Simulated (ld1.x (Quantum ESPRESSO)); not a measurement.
What one change does to a pseudopotential (Re, TM semilocal)

| Item | Value |
| --- | --- |
| Element | rhenium (Re) |
| Generator | ld1.x (Quantum ESPRESSO) 7.5 |
| Type | norm-conserving Troullier–Martins (semilocal form) |
| Functional | Wu–Cohen |
| Relativity | scalar-relativistic |
| Frozen core | [Xe] 4f14 |
| Valence charge | 7 |
| Reference configuration | 5d6 6s1 6p0 |
| Partial waves | 6s (bound): rc 2.70 bohr; 6p (bound, empty): rc 3.00 bohr; 5d (bound): rc 1.45 bohr |
| Local potential | the d channel |
| Core correction | a·sin(br)/r model core inside 1.30 bohr |

Change: wave 6p (bound): rc 3.00 bohr becomes 6p (bound): rc 2.28 bohr.

Cutoffs: the cutoffs (Ry, on a coarse ladder) from which the occupation-weighted sum of valence levels, in a spherical-Bessel basis at the reference potential, stays within 10 and 1 mRy of its value at 400 Ry; they do not see the model core or the augmentation charge, which bear on the density cutoff. Errors are all-electron minus pseudo energies relative to the spin-unpolarised reference configuration.

Q: Predict the effect on cutoff, ghosts and configuration errors.

A: The potential gets neither clearly harder nor softer (35 Ry and 60 Ry → 35 Ry and 60 Ry); of the 7 tests that both files solve, the error grows in 1 and shrinks in 2 by more than 15 % and 0.3 meV (median size 40.3 → 40.3 meV); neither file shows a bound ghost. A semilocal file is local in each channel, so a ghost entry of none says nothing of the separable form that plane-wave codes build from it.

| quantity | base | changed |
| --- | --- | --- |
| cutoff, loose | 35 Ry | 35 Ry |
| cutoff, tight | 60 Ry | 60 Ry |
| bound ghosts | none | none |
| error for 5d5 6s2 6p0, meV [ΔE -0.97 eV] | -40 | -40 |
| error for 5d5 6s1 6p0, meV [ΔE 8.34 eV] | -19 | -19 |
| error for 5d5 6s0 6p0, meV [ΔE 24.69 eV] | -35 | -35 |
| error for 5d4 6s2 6p0, meV [ΔE 9.04 eV] | -161 | -161 |
| error for 5d5 6s0 6p1, meV [ΔE 14.26 eV] | -34 | +49 |
| error for 5d4 6s2 6p1, meV [ΔE 4.15 eV] | -221 | -97 |
| error for 5d5 6s0 6p2, meV [ΔE 9.07 eV] | -58 | +27 |
